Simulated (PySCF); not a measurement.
PySCF job for C4H6ClF, SMILES [C@H](C)(F)/C=C\Cl, PBE/pcSseg-1. Geometry optimised at PBE0-D3(BJ)/def2-SVP. The structure was generated by enumeration; whether it is a known compound was not checked. The values are those of a single conformer.

```python
import numpy as np
from pyscf import gto, scf, dft
from pyscf.prop.nmr import rks as nmr

mol = gto.M(
    atom='''
    C    -1.89504727   -0.19416675   -0.63064986
    C    -0.99717782    0.18378085    0.52874748
    F    -1.73642815    0.16679419    1.69562793
    C     0.15970130   -0.75229584    0.69450141
    C     1.32676323   -0.67376443    0.05914332
    Cl    1.69984677    0.57314018   -1.08128828
    H    -2.26759757   -1.22205628   -0.51068032
    H    -2.75529933    0.48945992   -0.67743672
    H    -1.33696413   -0.12822248   -1.57548959
    H    -0.61897762    1.21164680    0.38730332
    H     0.00627967   -1.58584679    1.38747903
    H     2.13758042   -1.39083501    0.19961977
    ''',
    basis='pcSseg-1',
    charge=0,
    spin=0,
    max_memory=1600,
    verbose=3,
)
mf = dft.RKS(mol, xc='pbe')
mf.grids.level = 3
mf.conv_tol = 1e-10
mf.max_cycle = 100
mf.kernel()
n = nmr.NMR(mf)
n.verbose = 2
n.max_cycle_cphf = 60
sigma = n.kernel()
print('atom   isotropic/ppm   span/ppm')
for i, s in enumerate(sigma):
    w = np.linalg.eigvalsh((s + s.T) / 2)
    print(f'{mol.atom_symbol(i):2s}{i + 1:3d} {w.mean():14.3f} {w[2] - w[0]:11.3f}')
```

Program output:

```
converged SCF energy = -715.522023823032
atom   isotropic/ppm   span/ppm
C   1        158.446      40.075
C   2         89.061      87.505
F   3        365.404      53.089
C   4         37.529     196.214
C   5         51.563     156.668
Cl  6        711.843     418.157
H   7         29.956       7.629
H   8         29.671       9.319
H   9         29.906       8.899
H  10         25.609       7.204
H  11         25.024       4.048
H  12         25.251       7.779
```

The run converged.
